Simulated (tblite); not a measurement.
Run record: tight-binding relaxation, `ClB(Cl)[C@@H]1[C@H]2C[SiH2][C@@H]1C2`.

Computed with GFN2-xTB geometry optimisation, gas phase (tblite 0.8.0). Start geometry: from a force field or distance geometry. A driver script takes a list of jobs; this job's settings line and coordinates (Å) are shown.

Command:
```bash
OMP_NUM_THREADS=1 python probes_run.py task.json out
```

Input:
```
{"job": {"kind": "relax", "xc": "GFN2-xTB", "basis": "xTB"}, "charge": 0, "multiplicity": 1}
Cl     3.304100     1.986900    -0.161800
B      2.229600     0.525700    -0.572800
Cl     3.120200    -1.109000    -0.375500
C      0.713600     0.670800    -0.198800
C      0.299000    -0.503000     0.711100
C     -1.006100    -0.087400     1.382000
Si    -1.848400     0.566200    -0.180500
C     -0.288000     0.167900    -1.149900
C     -0.047600    -1.211600    -0.572200
H      0.447400     1.610600     0.341500
H      1.067100    -0.926900     1.337300
H     -1.545100    -0.944800     1.815900
H     -0.816100     0.727100     2.116200
H     -2.973100    -0.261900    -0.576500
H     -2.120600     1.995800    -0.106200
H     -0.269300     0.336500    -2.179600
H      0.741000    -1.759100    -1.081000
H     -1.016600    -1.777400    -0.561100
```

Output:
```
step      E/eV     max force
  0    -744.40195    2.791
  1    -744.80108    2.076
  2    -745.07896    1.050
  3    -745.18209    0.891
  4    -745.24656    0.795
  5    -745.29607    0.406
  6    -745.31270    0.321
  7    -745.32927    0.445
  8    -745.34061    0.406
  9    -745.35092    0.226
... (79 lines left out)
 89    -745.48074    0.025
 90    -745.48079    0.021
 91    -745.48085    0.022
 92    -745.48093    0.021
 93    -745.48102    0.016
 94    -745.48109    0.014
 95    -745.48113    0.013
 96    -745.48117    0.012
 97    -745.48119    0.011
 98    -745.48122    0.009
```

«max force» is the largest atomic force in eV/Å.

Problem. From which step on does the largest force stay under 0.1 eV/Å, and how much energy is left to gain from there?

Solution. From step 72 (0.045 eV/Å), 6.2 meV above the end.

Main results: energy lowered by 24.9 kcal/mol over 98 steps; largest atomic force 0.009 eV/Å at the end.

Problem. Where do the atoms end?

Solution. 0.358 Å rms from the input after alignment:
```
atom  x, y, z in Å
Cl1    2.9501    1.9332   -1.2797
B2     2.3035    0.5660   -0.4470
Cl3    3.3425   -0.7852   -0.2065
C4     0.8060    0.6019    0.0459
C5     0.2298   -0.6157    0.7977
C6    -1.1145   -0.1710    1.3727
Si7   -1.8494    0.6918   -0.1715
C8    -0.2340    0.2016   -1.0516
C9    -0.0672   -1.2458   -0.5660
H10    0.5987    1.5660    0.5231
H11    0.8691   -1.1488    1.5017
H12   -1.6898   -1.0299    1.7167
H13   -0.9722    0.4854    2.2308
H14   -3.0244    0.0262   -0.7315
H15   -2.0093    2.1382   -0.0347
H16   -0.0158    0.4427   -2.0879
H17    0.7987   -1.7425   -0.9997
H18   -0.9305   -1.9080   -0.6242
```

Time: 1.8 s wall. Hardware: an Arm Neoverse N1 with one thread, on a shared host.
Labels such as C1 count atoms from 1, the log's own numbers from 0.
